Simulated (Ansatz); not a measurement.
Stretching the Si1–F2 bond in BrFSi (SMILES F[Si]Br) (multiplicity 1 held, fragments rigid). Energies count from the point at 1.609 Å.
Geometry at that point (charge 0, multiplicity 1):
```xyz
3

Si     0.539     0.719     1.006
F      0.968     1.873    -0.030
Br    -0.465    -0.769    -0.395
```

R- and RO- levels are restricted; in cc, def2 and unpolarised 6-31G sets they are followed outwards from rest. U- levels take the lowest unrestricted solution at each point, which mixes spins at long bonds. Left out are points that failed, MP2 points that dive below the minimum, coupled-cluster points behind a jump of the amplitudes or a sharp parting from full CI or MRCI, small-basis points behind a change of solution, and semi-empirical points at long bonds. Levels need not reach the same state.

Correlated levels freeze the cores. Filled d and f shells under p-block atoms count as core.

Programs: Ansatz (Gaussian basis) for Hartree–Fock, density functionals and correlated methods. Each number belongs to the level named beside it.

Energies in eV.

```csv
R (Å),U-HF/def2-TZVPP,U-PBE/def2-TZVPP,R-B3LYP/def2-TZVPP,U-B3LYP/def2-TZVPP,R-wB97X-V/def2-TZVPP,R-CCSD(T)/def2-TZVPP
1.288,2.73,3.27,3.11,3.11,3.09,3.08
1.448,0.34,0.62,0.54,0.54,0.52,0.51
1.609,0.00,0.00,0.00,0.00,0.00,0.00
1.770,0.47,0.22,0.28,0.28,0.32,0.34
1.931,1.22,0.74,0.87,0.87,(withheld),0.98
2.173,2.40,1.66,1.85,1.85,2.04,2.06
2.414,3.46,2.53,2.77,2.77,3.04,3.05
2.816,4.36,3.69,4.00,4.00,4.42,4.37
3.219,4.49,4.47,4.87,4.78,5.44,5.27
3.702,4.53,5.00,5.57,5.25,(withheld),5.55
4.345,4.54,5.32,6.11,5.56,7.09,left out
5.150,4.55,5.48,6.46,5.73,7.67,left out
```

**Question.** Fill in the missing entries.

**Answer.** 
- 3.702, R-wB97X-V/def2-TZVPP: 6.31
- 1.931, R-wB97X-V/def2-TZVPP: 0.96

Doubts at one or more of the structures used: a spin-contaminated determinant (U-HF/def2-TZVPP, U-PBE/def2-TZVPP, U-B3LYP/def2-TZVPP); a restricted determinant that unrestricted orbitals would lower (R-B3LYP/def2-TZVPP, R-wB97X-V/def2-TZVPP, R-CCSD(T)/def2-TZVPP); T1 above 0.05 (R-CCSD(T)/def2-TZVPP).

Ansatz is a quantum-chemistry and plane-wave program.
